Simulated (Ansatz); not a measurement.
Born–Oppenheimer molecular dynamics of CHBNSi (5 atoms, charge 0, multiplicity 2). It starts from a relaxed structure.

All numbers below come from UKS PBE-D4/def2-SVP (Ansatz).

| Item | Value |
| --- | --- |
| ensemble | NVE (velocity Verlet) |
| time step | 0.25 fs |
| steps asked | 100 |
| starting velocities drawn for | 1000 K |
| seed | 959586 |

First frame:

```xyz
5
Properties=species:S:1:pos:R:3
B -1.264 -0.190 -0.111
Si -0.077 -0.918 1.353
C 0.512 0.066 -0.126
N -0.539 0.976 -0.286
H 1.368 0.066 -0.831
```

Q: What does the run give?

A: All steps were run.

```yaml
steps_done: 100
time_covered: 25 fs
mean_temperature_over_the_second_half: 519 K
spread_of_the_potential_energy_over_the_second_half: 18.8 meV per atom
mean_potential_energy_of_the_second_half_above_the_start: 37.3 meV per atom
```

The conserved energy stayed within 0.05 meV per atom of its start (net change 0.024 meV per atom), so the integration is sound. A run of 0.025 ps of so small a system gives no equilibrium averages.

Q: What happens to the structure?

A: The same pairs are bonded in the first frame and the last. Pairs count as bonded within 1.25 times the sum of covalent radii (0.12 Å more for H–H). This is one draw of velocities; another would differ in detail.

Q: How do temperature and energy run in time?

A: 
| time (fs) | T (K) | potential energy less start (eV) | conserved less start (meV/atom) |
| --- | --- | --- | --- |
| 0 | 1000 | 0.000 | 0.00 |
| 1.25 | 936 | 0.025 | 0.02 |
| 2.5 | 810 | 0.074 | 0.03 |
| 3.75 | 691 | 0.120 | 0.03 |
| 5 | 560 | 0.171 | 0.02 |
| 6.25 | 402 | 0.232 | 0.04 |
| 7.5 | 268 | 0.284 | 0.05 |
| 8.75 | 203 | 0.309 | 0.04 |
| 10 | 184 | 0.316 | 0.03 |
| 11.25 | 157 | 0.327 | 0.03 |
| 12.5 | 124 | 0.340 | 0.04 |
| 13.75 | 158 | 0.327 | 0.05 |
| 15 | 259 | 0.287 | 0.03 |
| 16.25 | 355 | 0.250 | 0.03 |
| 17.5 | 432 | 0.220 | 0.04 |
| 18.75 | 536 | 0.180 | 0.04 |
| 20 | 674 | 0.127 | 0.03 |
| 21.25 | 789 | 0.082 | 0.01 |
| 22.5 | 819 | 0.070 | 0.01 |
| 23.75 | 772 | 0.088 | 0.03 |
| 25 | 701 | 0.116 | 0.02 |

Time of the run: 3 min on 1 thread of Arm Neoverse V2, on a shared host, peak memory 0.13 GiB.
